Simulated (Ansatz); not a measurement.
Relaxation of C2H4FSi (8 atoms, charge 1, multiplicity 1), to a largest force component of 0.015 eV/Å in at most 40 steps.

Method: Ansatz 0.2.0, RKS PBE0-D4/STO-3G.

```xyz
8
Properties=species:S:1:pos:R:3:forces:R:3
C -0.070 1.026 -0.337 0.98 1.26 -1.62
C 0.400 -0.311 0.063 1.13 -1.33 1.19
F -0.191 -0.768 1.164 -0.31 -0.33 0.83
Si 1.040 -1.627 -1.031 -1.53 -0.43 -1.30
H 0.198 1.795 0.393 -0.12 0.02 0.66
H 0.481 1.298 -1.244 -0.24 0.26 -0.39
H -1.136 1.048 -0.533 -0.83 0.12 -0.02
H 2.387 -2.163 -1.132 0.92 0.43 0.66
```

Question: Where does it end, and by what steps?

Answer: It converged. Limits of this set-up: minimal basis, the dipole of an ion depends on the origin. After 12 steps the energy has fallen by 0.744 eV; H8 moved furthest, 0.73 Å.

```
step  energy less start (eV)  largest force component (eV/Å)  accepted
   0                  0.0000                           1.620       yes
   1                 -0.4627                           0.856       yes
   2                 -0.6205                           1.234       yes
   3                 -0.7006                           0.825       yes
   4                 -0.7397                           0.175       yes
   5                 -0.7427                           0.059       yes
   6                 -0.7427                           0.120        no
   7                 -0.7433                           0.023       yes
   8                 -0.7436                           0.018       yes
   9                 -0.7439                           0.018       yes
  10                 -0.7441                           0.023       yes
  11                 -0.7440                           0.056        no
  12                 -0.7442                           0.012       yes
```

```xyz
8
Properties=species:S:1:pos:R:3
C 0.028 0.949 -0.392
C 0.280 -0.495 0.027
F -0.144 -0.787 1.246
Si 0.843 -1.798 -1.243
H 0.398 1.632 0.394
H 0.517 1.177 -1.350
H -1.063 1.119 -0.491
H 2.250 -1.500 -0.850
```

Run time: 18 s on 1 CPU thread of a shared host.
